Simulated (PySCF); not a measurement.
**Continuum solvent and chemical shifts**

Geometry:
```
atom   x (Å)   y (Å)   z (Å)
  C1   3.210   0.421   0.244
  C2   2.008  -0.322  -0.287
  O3   0.878  -0.003   0.495
 Si4  -0.619  -0.693   0.318
  C5  -1.917   0.059   1.414
  C6  -2.887   0.540   0.606
  C7  -2.717   0.424  -0.862
  C8  -1.572  -0.168  -1.241
  F9  -1.232  -0.370  -2.512
 H10   4.105   0.187  -0.351
 H11   3.037   1.506   0.205
 H12   3.401   0.143   1.291
 H13   1.826  -0.050  -1.344
 H14   2.192  -1.414  -0.265
 H15  -0.497  -2.183   0.380
 H16  -1.981   0.120   2.501
 H17  -3.795   1.019   0.989
 H18  -3.471   0.797  -1.560
```

GIAO PBE0/pcSseg-1 in PySCF 2.14 on one PBE0-D3(BJ)/def2-SVP conformer, non-relativistic, equivalent nuclei averaged. Solvents enter as an IEF-PCM continuum (acetone with ε = 20.5, acetonitrile with ε = 35.7) around the gas-phase geometry. Shifts are referred to TMS, CFCl3 computed in the same medium.

Gas phase, δ in ppm: C8 185.4, C6 157.0, C7 127.8, C5 119.2, C2 62.8, C1 20.0, Si4 -25.2, F9 -120.2, H17 6.86, H18 6.13, H16 5.46, H15 5.04, H13 3.91, H14 3.83. Dipole moment 0.48 D.

(1) How does each δ change in the continuum?

(2) Which nuclei move most (in ppm), and what does the model miss?

Answers

(1) 
```json
{"atoms": "C8", "environment": "fully substituted alkene carbon", "Δδ, acetone": "+0.7", "Δδ, acetonitrile": "+0.8"}
{"atoms": "C6", "environment": "alkene CH", "Δδ, acetone": "+2.9", "Δδ, acetonitrile": "+3.1"}
{"atoms": "C7", "environment": "alkene CH", "Δδ, acetone": "+2.4", "Δδ, acetonitrile": "+2.5"}
{"atoms": "C5", "environment": "alkene CH", "Δδ, acetone": "+1.0", "Δδ, acetonitrile": "+1.1"}
{"atoms": "C2", "environment": "sp3 CH2 bonded to O", "Δδ, acetone": "+1.2", "Δδ, acetonitrile": "+1.2"}
{"atoms": "C1", "environment": "methyl carbon", "Δδ, acetone": "+0.5", "Δδ, acetonitrile": "+0.6"}
{"atoms": "Si4", "environment": "silicon bonded to 2 C, O, H, in a 5-membered ring", "Δδ, acetone": "+0.4", "Δδ, acetonitrile": "+0.5"}
{"atoms": "F9", "environment": "vinylic fluorine", "Δδ, acetone": "-4.0", "Δδ, acetonitrile": "-4.0"}
{"atoms": "H17", "environment": "hydrogen on an alkene CH", "Δδ, acetone": "+0.25", "Δδ, acetonitrile": "+0.26"}
{"atoms": "H18", "environment": "hydrogen on an alkene CH", "Δδ, acetone": "+0.26", "Δδ, acetonitrile": "+0.27"}
{"atoms": "H16", "environment": "hydrogen on an alkene CH", "Δδ, acetone": "+0.19", "Δδ, acetonitrile": "+0.19"}
{"atoms": "H15", "environment": "hydrogen on a silicon bonded to 2 C, O, in a 5-membered ring", "Δδ, acetone": "+0.03", "Δδ, acetonitrile": "+0.03"}
{"atoms": "H13", "environment": "hydrogen on an sp3 CH2 bonded to O", "Δδ, acetone": "+0.08", "Δδ, acetonitrile": "+0.08"}
{"atoms": "H14", "environment": "hydrogen on an sp3 CH2 bonded to O", "Δδ, acetone": "+0.16", "Δδ, acetonitrile": "+0.17"}
```

Changes are relative to the gas phase. The dipole moment becomes 0.48 D in acetone, 0.48 D in acetonitrile.

(2) F9 (vinylic fluorine, -4.0 ppm) in acetonitrile. A continuum only polarises the solute; specific hydrogen bonds, the anisotropy of aromatic solvents and changes of geometry or conformer are outside it.
